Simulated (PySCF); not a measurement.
CH₄BClOS, SMILES COB(S)Cl.

Coordinates come from a PBE-D3(BJ)/def2-SVP optimisation. The structure was generated by enumeration, and PubChem lists no compound with its InChIKey, so it may never have been made. The values are those of a single conformer.

Computed with PBE/def2-TZVP (PySCF).

Symmetry labels are those of the subgroup Cs that the program uses (full group Cs).

Computed valence orbital energies around the gap with their symmetry:
```csv
orbital,symmetry,energy (eV)
HOMO−7,A',-11.05
HOMO−6,A',-10.20
HOMO−5,A',-9.09
HOMO−4,A",-8.85
HOMO−3,A',-8.00
HOMO−2,A",-7.52
HOMO−1,A',-7.40
HOMO,A",-6.72
LUMO,A",-1.06
LUMO+1,A',-0.78
LUMO+2,A',0.21
LUMO+3,A',0.89
```
